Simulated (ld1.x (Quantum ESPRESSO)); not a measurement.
gallium: one change to a TM potential, before and after

```
Element                 : gallium
Generator               : ld1.x (Quantum ESPRESSO) 7.5
Type                    : norm-conserving Troullier–Martins (Kleinman–Bylander form)
Functional              : PBE
Relativity              : fully relativistic
Frozen core             : [Ar] 3d10
Valence charge          : 3
Reference configuration : 4s1 4p2
Partial waves           : 4s (bound): rc 1.40 bohr; 4d channel at -0.15 Ry: rc 2.45 bohr; 4p (bound): rc 2.65 bohr
Local potential         : the p channel
Core correction         : Bessel-smoothed model core inside 1.15 bohr
```

Open shells are filled in proportion to 2j + 1 (rel_dist='average').

All-electron outer shells of the reference configuration (PBE, scalar-relativistic, ld1.x):

| shell | level (eV) | outermost node (bohr) | outermost maximum (bohr) |
| --- | --- | --- | --- |
| 3p | -100.79 | 0.24 | 0.56 |
| 3d | -21.04 | – | 0.53 |
| 4s | -10.04 | 0.80 | 1.87 |
| 4p | -3.35 | 0.87 | 2.47 |

Change: wave 4d channel at -0.15 Ry: rc 2.45 bohr becomes 4d channel at 0.96 Ry: rc 2.45 bohr.

Cutoffs: the cutoffs (Ry, on a coarse ladder) from which the occupation-weighted sum of valence levels, in a spherical-Bessel basis at the reference potential, stays within 10 and 1 mRy of its value at 400 Ry; they do not see the model core or the augmentation charge, which bear on the density cutoff. Errors are all-electron minus pseudo energies relative to the spin-unpolarised reference configuration.

Problem. What does the change do?

Solution. The potential gets neither clearly harder nor softer (30 Ry and 70 Ry → 30 Ry and 70 Ry); the bound ghosts move from d, s to s; the errors of the 7 common tests hardly move; the range in which the d3/2 phases agree widens (upper end 0.6 → 4.8); the range in which the d5/2 phases agree widens (upper end 0.6 → 4.9).

| quantity | base | changed |
| --- | --- | --- |
| cutoff, loose | 30 Ry | 30 Ry |
| cutoff, tight | 70 Ry | 70 Ry |
| bound ghosts | s, d3/2, d5/2 | s |
| largest miss of a reference level, eV | 0.09 | 0.09 |
| error for 4s2 4p1, meV [ΔE -6.54 eV] | -17 | -17 |
| error for 4s2 4p0, meV [ΔE -0.85 eV] | -3.3 | -3.3 |
| error for 4s1 4p0, meV [ΔE 20.28 eV] | -95 | -95 |
| error for 4s1 4p1, meV [ΔE 6.52 eV] | -8.5 | -8.5 |
| error for 4s2 4p1.3, meV [ΔE -7.07 eV] | -19 | -19 |
| error for 4s0 4p3, meV [ΔE 6.83 eV] | -16 | -16 |
| error for 4s2 4p0.5, meV [ΔE -4.50 eV] | -9.5 | -9.5 |
| s: phases at 2.89 bohr within 0.05 rad from the reference energy up to (Ry; the scan ends near 5) | 1.7 | 1.7 |
| p1/2: phases at 2.89 bohr within 0.05 rad from the reference energy up to (Ry; the scan ends near 5) | n/a | n/a |
| p3/2: phases at 2.89 bohr within 0.05 rad from the reference energy up to (Ry; the scan ends near 5) | 2.2 | 2.2 |
| d3/2: phases at 2.89 bohr within 0.05 rad from the reference energy up to (Ry; the scan ends near 5) | 0.6 | 4.8 |
| d5/2: phases at 2.89 bohr within 0.05 rad from the reference energy up to (Ry; the scan ends near 5) | 0.6 | 4.9 |

 A true bound ghost makes a file unfit for plane-wave use even where its test errors are small: the radial tests pick states by their node count and pass the ghost by.
